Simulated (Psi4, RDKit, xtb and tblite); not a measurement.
Relaxed torsion scan: C₃H₁₀O₃Si, SMILES CO[SiH](OC)OC, singlet. Scanned: dihedral C1–O2–Si3–O4; all other coordinates were relaxed at GFN2-xTB. Heavy atoms are numbered in the order of the SMILES CO[SiH](OC)OC, hydrogens after them in the order of the atoms that carry them; the mirror image has the same energies with the sign of each dihedral reversed.

- GFN2-xTB (xtb and tblite)
- MMFF94 // GFN2-xTB (RDKit)
- PBE0-D3(BJ)/def2-SVP // GFN2-xTB (Psi4)

Energies relative to the lowest point of each profile, in kJ/mol:

```tsv
φ / °	GFN2-xTB	MMFF94
-165	9.9	21.7
-135	10.0	17.0
-105	6.8	12.5
-60	0.0	0.9
-30	1.7	2.3
-15	4.1	6.5
30	8.0	13.4
75	9.8	14.8
90	11.6	18.5
105	13.0	19.9
120	13.3	19.7
135	12.5	20.2
```

Problem. Estimate the PBE0-D3(BJ)/def2-SVP values at these points.

Solution. -165: 13.0; -135: 10.8; -105: 6.5; -60: 1.8; -30: 1.6; -15: 1.6; 30: 0.0; 75: 3.2; 90: 5.8; 105: 8.7; 120: 11.7; 135: 14.0 (kJ/mol).

MMFF94 has few fitted parameters for silicon.
